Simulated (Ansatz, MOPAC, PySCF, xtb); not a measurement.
Spectroscopic constants of Br₂, closed-shell singlet (the spin of the measured ground state). No spin–orbit coupling. Br is treated without relativity.

Constants: fifth-degree fit in 1/R to seven points, most abundant isotopes. In def2 and cc sets the state is the lowest found near the PBE0 minimum, followed along R. The singlet is held restricted. HF and MP2 rows in def2 and cc sets belong to the determinant that coupled cluster picked by its CCSD energy.

The values were computed with Ansatz (Gaussian orbitals); MOPAC for AM1, PM6, PM7 (differences of heats of formation); PySCF for STO-3G rows; xtb for the GFN methods. Values without a source in brackets are computed.

```
level                                r_e (Å)  ω_e (cm⁻¹)  B_e (cm⁻¹)  ω_e x_e (cm⁻¹)  D_e (eV)
-----------------------------------  -------  ----------  ----------  --------------  --------
AM1                                    2.184         416      0.0896             1.7         -
PM6                                    2.328         322      0.0788            0.51         -
PM7                                    2.333         361      0.0785            0.76         -
GFN1-xTB                               2.303         351      0.0806            0.95         -
GFN2-xTB                               2.281         271      0.0821            0.52         -
HF/STO-3G                              2.286         431      0.0818            0.67         -
HF/def2-TZVPP                          2.277         354      0.0824            0.75         -
HF/def2-QZVPP                          2.272         356      0.0827            0.76         -
SVWN5/def2-TZVPP                       2.277         332      0.0824            0.85      3.16
PBE/def2-TZVPP                         2.311         314      0.0800            0.88      2.49
r2SCAN/def2-TZVPP                      2.296         324      0.0811            0.85      2.30
B97M-V/def2-TZVPP                      2.288         325      0.0816            0.93      2.19
B3LYP/def2-TZVPP                       2.316         315      0.0796            0.84      2.11
PBE0/def2-TZVPP                        2.281         336      0.0821            0.83      2.26
BHLYP/def2-TZVPP                       2.286         338      0.0818            0.80      1.81
CAM-B3LYP/def2-TZVPP                   2.291         334      0.0814            0.79      2.03
wB97X-V/def2-TZVPP                     2.274         347      0.0826            0.78      2.17
wB97M-V/def2-TZVPP                     2.282         343      0.0821            0.78      2.13
B2PLYP/def2-TZVPP                      2.300         325      0.0808            0.88      2.10
MP2/def2-TZVPP                         2.274         341      0.0826            0.91         -
MP2/def2-QZVPP                         2.260         347      0.0837            0.89         -
MP2/CBS(def2-TZVPP, def2-QZVPP)        2.253         349      0.0842            0.87         -
SCS-MP2/def2-TZVPP                     2.289         332      0.0816            0.93         -
SCS-MP2/def2-QZVPP                     2.275         338      0.0826            0.92         -
CCSD/def2-TZVPP                        2.291         330      0.0814            0.95      1.90
CCSD/def2-QZVPP                        2.275         338      0.0826            0.92      2.01
CCSD(T)/def2-TZVPP                     2.300         320      0.0808             1.1      2.05
CCSD(T)/def2-QZVPP                     2.284         328      0.0819             1.0      2.21
CCSD(T)/CBS(def2-TZVPP, def2-QZVPP)    2.277         331      0.0824            0.99      2.30
```

D_e counts from each atom's lowest state at the same level, without counterpoise or zero-point energy.

Correlated levels freeze the inner cores; with def2 sets outer-core shells near the valence are correlated too. CBS(a, b) extrapolates the correlation energy as X⁻³ and adds the Hartree–Fock energy of set b. Rows in STO-3G carry no dispersion term and start afresh at each structure; the Pople sets are all-electron and without relativity. The state that AM1, PM6, PM7 reach isn't checked; PM7 holds dispersion and hydrogen-bond terms.

Measured for the ground state: r_e 2.2811 Å, ω_e 325.32 cm-1, ω_e x_e 1.0774 cm-1, B_e 0.082107 cm-1, α_e 0.0003187 cm-1 [Huber and Herzberg (1979), NIST Chemistry WebBook]. D_0 1.97 eV [from 0 K enthalpies of formation in NIST CCCBDB].

Ansatz is a program for electronic structure.
